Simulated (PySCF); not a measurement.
Dipole response of Cu (copper, neutral)

[Ar] 3d10 4s1, 2S determinant. Computed with PySCF 2.14 in aug-cc-pwCVQZ-PP with ECP10MDF (9s9p8d5f4g3h, 180 functions), with scalar relativity through the core potential. Coupled (time-dependent) response in atomic units; α is the mean over directions.

```
method  mean α (bohr³)  C₆ (like pair)  S(−4)
  TPSS           44.11           282.8   1571
```

S(−4) is the Cauchy moment in α(ω) = α(0) + S(−4) ω² + …

Reference α: 46.5 ± 0.5 bohr³ (recommended; Schwerdtfeger and Nagle, table of static dipole polarizabilities (2023 update)). Published C₆: 253.0 (Chu and Dalgarno (2004); Tang, Norbeck and Certain (1976)).

α(iu) at TPSS:

| u (hartree) | α(iu) (bohr³) |
| --- | --- |
| 0 | 44.11 |
| 0.0500 | 40.55 |
| 0.100 | 32.98 |
| 0.200 | 20.07 |
| 0.300 | 13.19 |
| 0.500 | 7.428 |
| 0.750 | 4.736 |
| 1.00 | 3.430 |
| 1.50 | 2.122 |
| 2.00 | 1.478 |
| 3.00 | 0.8648 |
| 5.00 | 0.4193 |

A single London oscillator, α(iu) = α/(1 + u²/ω²), gives C₆ = (3/4) ω α². Matching the computed C₆ needs ω = 4 × 282.8 / (3 × 44.11²) = 0.194 hartree.

Energies and moments cover only the electrons outside the core potential.
